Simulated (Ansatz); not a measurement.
The cluster K3Br3⁻, 6 atoms. Hardware: 4 threads of Arm Neoverse V2 on a shared host.

Correlated methods freeze 42 core orbitals; core or outer-core shells of K, Br are correlated, in sets that lack core-valence functions.

Q: How many basis functions does each of these Ansatz runs have, and roughly what does it cost? PBE-D4/def2-TZVPD, charge -1 doublet, energy and forces, from earlier orbitals; HF/def2-TZVPD, charge -1 doublet, energy, from earlier orbitals; r2SCAN-D4/def2-TZVPD, charge -1 doublet, energy, from earlier orbitals; B3LYP-D4/def2-TZVPD, charge -1 doublet, energy, from earlier orbitals; PBE-D4/def2-SVP, charge -1 doublet, energy with a search over starts; PBE0-D4/def2-TZVPD, charge -1 doublet, energy, from earlier orbitals; RPA@PBE/def2-TZVPD, charge -1 doublet, energy, from earlier orbitals; PBE-D4/def2-SVPD, charge -1 doublet, relaxation, 6 steps; HF/STO-3G, charge -1 doublet, energy; MP2/def2-TZVPD, charge -1 doublet, energy, from earlier orbitals.

A: Other jobs shared the machine, so times can vary by a factor of up to 3. A dash marks memory too small to be measured apart from the calling script's.

| run | functions | fitting or Cholesky vectors | wall time | peak host memory (GiB) |
| --- | --- | --- | --- | --- |
| HF/STO-3G, charge -1 doublet, energy | 93 | 1018 | 1.4 s | – |
| PBE-D4/def2-SVP, charge -1 doublet, energy with a search over starts | 168 | 1863 | 13 s | – |
| PBE-D4/def2-TZVPD, charge -1 doublet, energy and forces, from earlier orbitals | 279 | 2250 | 18 s | 0.76 |
| HF/def2-TZVPD, charge -1 doublet, energy, from earlier orbitals | 279 | 2085 | 20 s | 1.4 |
| B3LYP-D4/def2-TZVPD, charge -1 doublet, energy, from earlier orbitals | 279 | 2085 | 28 s | 1.6 |
| RPA@PBE/def2-TZVPD, charge -1 doublet, energy, from earlier orbitals | 279 | 2085 | 29 s | 1.1 |
| MP2/def2-TZVPD, charge -1 doublet, energy, from earlier orbitals | 279 | 2085 | 30 s | 1.4 |
| PBE0-D4/def2-TZVPD, charge -1 doublet, energy, from earlier orbitals | 279 | 2085 | 31 s | 1.6 |
| PBE-D4/def2-SVPD, charge -1 doublet, relaxation, 6 steps | 204 | 2211 | 39 s | – |
| r2SCAN-D4/def2-TZVPD, charge -1 doublet, energy, from earlier orbitals | 279 | 2250 | 43 s | 0.91 |
